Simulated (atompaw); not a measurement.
# Reading a pseudo-wave (Br (Z = 35))

Columns: radius, all-electron u(r) and pseudo u(r) of the 3d shell (level -66.72 eV) of bromine in the configuration [Ar] 3d10 4s2 4p5; PBE, scalar-relativistic, PAW (atompaw) scheme, atompaw 4.2.0.5.

| r (bohr) | all-electron | pseudo |
| --- | --- | --- |
| 0.075 | 0.1320 | 0.0015 |
| 0.150 | 0.5094 | 0.0106 |
| 0.225 | 0.8882 | 0.0276 |
| 0.300 | 1.1463 | 0.0469 |
| 0.375 | 1.2723 | 0.0653 |
| 0.450 | 1.2940 | 0.0893 |
| 0.525 | 1.2469 | 0.1324 |
| 0.600 | 1.1603 | 0.1997 |
| 0.675 | 1.0546 | 0.2755 |
| 0.750 | 0.9427 | 0.3315 |
| 0.825 | 0.8327 | 0.3579 |
| 0.900 | 0.7289 | 0.3836 |
| 0.975 | 0.6338 | 0.4421 |
| 1.050 | 0.5483 | 0.4978 |
| 1.125 | 0.4724 | 0.4717 |
| 1.200 | 0.4059 | 0.4059 |
| 1.275 | 0.3479 | 0.3479 |
| 1.350 | 0.2976 | 0.2976 |
| 1.425 | 0.2542 | 0.2542 |
| 1.500 | 0.2167 | 0.2167 |
| 1.575 | 0.1846 | 0.1846 |
| 1.650 | 0.1571 | 0.1571 |
| 1.725 | 0.1335 | 0.1335 |
| 1.800 | 0.1134 | 0.1134 |
| 1.875 | 0.0962 | 0.0962 |
| 1.950 | 0.0816 | 0.0816 |

(1) How many radial nodes do the two functions have?

(2) At about which radius was the pseudo-wave matched?

(3) Is the pseudo-wave norm-conserving?

## Answers

(1) The all-electron 3d function has n − l − 1 = 0; the pseudo-wave has 0.

(2) 1.15 bohr, where the columns begin to agree (steps of 0.07 bohr).

(3) No, it belongs to a PAW set: the norm inside the radius is not constrained, and the difference is carried by the augmentation charge.
